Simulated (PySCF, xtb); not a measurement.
Ge(H)(vinyl)(NH2)2 (C2H8GeN2), SMILES C=[CH][GeH]([NH2])[NH2]. The values are those of a single conformer.

Harmonic wavenumbers (cm⁻¹) from GFN2-xTB in xtb 6.7.1 at its own minimum, in rising order: 23, 49, 142, 149, 191, 212, 292, 404, 481, 527, 556, 629, 639, 677, 680, 762, 809, 913, 989, 1031, 1250, 1404, 1486, 1509, 1663, 1929, 3003, 3058, 3086, 3418, 3452, 3454, 3486.

### Question
What does B3LYP-D3(BJ)/def2-SVP in PySCF give at its own minimum? (An estimate is asked for; the answer gives what the named calculation found.)

### Answer
65, 122, 161, 173, 182, 260, 319, 457, 511, 545, 580, 671, 687, 741, 745, 880, 908, 984, 1003, 1036, 1268, 1416, 1540, 1547, 1666, 2124, 3104, 3122, 3194, 3515, 3536, 3608, 3635. Paired by order, the mean absolute difference is 60 cm⁻¹ and the zero-point energies are 60.5 and 63.3 kcal/mol.
